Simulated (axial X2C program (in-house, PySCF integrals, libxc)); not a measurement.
# CrTe: cheaper levels and CCSD(T), 2c

All values were computed with an in-house all-electron X2C program for linear molecules (integrals from PySCF). Two-component (2c) means X2C with spin–orbit coupling and atomic mean-field two-electron Coulomb and Gaunt terms. Basis: Te dyall-cv3z [11s12p8d4f1g], Cr dyall-cv3z [9s10p6d3f2g] (cores contracted in-house); Gaussian nuclei, density fitting, unrestricted open shells. Masses: Te 129.906 u, Cr 51.941 u.

State: Ω = 1 (⟨Sz⟩ = 2.00, ⟨Lz⟩ = -1.00 at HF); fragments Te + Cr.

| level | Re (Å) | ωe (cm⁻¹) | De (eV) |
| --- | --- | --- | --- |
| PBE0 | 2.513 | 239.0 | 2.13 |
| CCSD | 2.577 | 221.6 | 1.84 |
| BLYP | 2.483 | 253.3 | 2.47 |

Correlated methods: 12 electrons correlated (number of frozen shells: Te 4 s, 3 p, 2 d; Cr 3 s, 2 p), 312 virtual spin orbitals or spinors in MP2, 90 natural virtuals in coupled cluster.

CCSD(T), same Hamiltonian and basis:

Re = 2.557 Å, ωe = 225.2 cm⁻¹, De = 1.94 eV; T1 = 0.031 (Lee–Taylor normalisation).

Q: Give the differences from CCSD(T) in the columns below.

A: 

```json
{"level": "PBE0", "ΔRe (Å)": "-0.044", "Δωe (cm⁻¹)": "13.8", "ΔDe (eV)": "0.19"}
{"level": "CCSD", "ΔRe (Å)": "0.020", "Δωe (cm⁻¹)": "-3.6", "ΔDe (eV)": "-0.10"}
{"level": "BLYP", "ΔRe (Å)": "-0.074", "Δωe (cm⁻¹)": "28.1", "ΔDe (eV)": "0.53"}
```

One determinant describes the state; a PBE0 search over occupations chose it and may have missed a lower one. De is counted from the lowest determinant-based energies of the atoms at the same level, without counterpoise correction. Density functionals use the spin component along the axis (collinear). Coupled cluster ran in a truncated set of natural virtual spinors; the MP2 energy of the rest was added. (T) has no such correction and the atoms are truncated less, which lowers De at CCSD(T) by a hundredth of an eV or more. PBE0 can misorder states that lie within some tenths of an eV, so this need not be the ground state of the molecule. The nearest other 2c determinant of the search, Ω = 3, lies 0.33 eV up at the distance of the search. Without a current term, density functionals place determinants with orbital angular momentum somewhat too high. With several unpaired electrons one determinant need not be a pure state. Open-shell Ω = 0 determinants with evenly filled partner blocks cannot be reached by this program, so the Ω shown need not be the lowest component. The determinant is spin-polarised beyond a pure state at some levels (its spin-free form has ⟨S²⟩ too high), which makes Re and μ there less reliable. With the outer-core shells frozen, correlated bond lengths of heavy atoms tend to come out a few hundredths of an ångström too long.
